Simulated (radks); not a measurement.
Ionisation of neutral helium, [He], to 1s1 as the strength of local exchange is varied. All-electron calculation, non-relativistic Kohn-Sham, Slater X-alpha exchange (alpha = 2/3 is LDA exchange), no correlation, spin-polarised, spherical densities, point nucleus. Program: a radial shooting solver on a logarithmic mesh with Libxc functionals.

| alpha | E(He) (hartree) | exchange (hartree) | IE (eV) | -e of the level emptied (eV) | <r> of it (bohr) |
|---|---|---|---|---|---|
| 0.6 | -2.63917 | -0.75301 | 21.179 | 12.991 (1s) | 0.9935 |
| 0.667 | -2.72407 | -0.85329 | 22.074 | 14.073 (1s) | 0.9719 |
| 0.673 | -2.73175 | -0.86243 | 22.156 | 14.172 (1s) | 0.9700 |
| 0.807 | -2.90671 | -1.07325 | 24.017 | 16.455 (1s) | 0.9300 |
| 0.815 | -2.91736 | -1.08625 | 24.131 | 16.596 (1s) | 0.9277 |

NIST Atomic Spectra Database: 24.587 eV (measured). The central value is not met in this range of alpha.
